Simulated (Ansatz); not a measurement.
Compare A (`CN(C)[CH2][AlH2]`) with its isomer B (`CC(C)[NH][AlH2]`).

Gas-phase electronic energies from Ansatz, PBE0-D4/def2-TZVP geometries. CCSD(T)/CBS is the MP2 limit (def2-TZVPP, def2-QZVPP) plus CCSD(T) − MP2 in def2-TZVPP, frozen cores. DFT in def2-TZVPP. B3LYP here is the variant with VWN-RPA as its local correlation; programs differ in this. One conformer a species, not always the lowest.

A:

```xyz
15

C     1.361    0.272    0.395
N     0.298   -0.481   -0.220
C     0.594   -0.751   -1.608
C    -0.987    0.173   -0.056
Al   -1.625    0.335    1.798
H     1.483    1.280   -0.047
H     2.310   -0.258    0.286
H     1.170    0.391    1.466
H     0.666    0.172   -2.214
H    -0.191   -1.376   -2.040
H     1.541   -1.289   -1.692
H    -1.024    1.160   -0.568
H    -1.755   -0.425   -0.568
H    -0.821   -0.260    3.032
H    -3.021    1.058    2.039
```

B:

Z-matrix (Å, degrees):
```
C
C 1 1.523
H 1 1.095 2 110.4
H 1 1.092 2 110.7 3 -119.5
H 1 1.093 2 111.4 3 119.7
C 2 1.523 1 111.0 3 -62.6
N 2 1.453 1 111.4 3 62.2
H 2 1.097 1 108.0 3 179.2
H 6 1.092 2 110.7 1 -178.0
H 6 1.095 2 110.4 1 62.5
H 6 1.093 2 111.3 1 -57.1
Al 7 1.768 2 128.7 1 117.5
H 7 1.012 2 111.3 1 -62.4
H 12 1.585 7 117.4 2 0.0
H 12 1.584 7 117.8 2 -180.0
```

Which is lower in electronic energy at CCSD(T)/CBS, and by how much? (An estimate is asked.)

Ansatz gave: B, by 43.5 kcal/mol.

Give E(B) − E(A) in kcal/mol with HF/def2-TZVPP, CCSD(T)/def2-TZVPP, r2SCAN-D4, CCSD/def2-TZVPP, B3LYP, CCSD(T)/def2-SVP, ωB97M-V. (An estimate is asked.)

The calculation gave: HF/def2-TZVPP -43.9, CCSD(T)/def2-TZVPP -43.3, r2SCAN-D4 -43.0, CCSD/def2-TZVPP -43.5, B3LYP -42.4, CCSD(T)/def2-SVP -43.3, ωB97M-V -42.3. None reverses the order clearly.

Does the order hold for the free energy at 298.15 K (harmonic terms from PBE0-D4)? (Best estimate.)

The calculation gave: Yes: G(B) − G(A) = -42.2 kcal/mol, for one conformer each.

Largest T1 diagnostic: 0.011.

From BLYP to BHLYP (50 % exact exchange), in def2-TZVPP and without D4, E(B) − E(A) moves by −1.4 kcal/mol. Leaving LDA and LC-ωPBE aside and taking each functional with its dispersion term where it has one, the values, not all of them listed here, spread over 3.3 kcal/mol, from B97M-V to revPBE-D4.
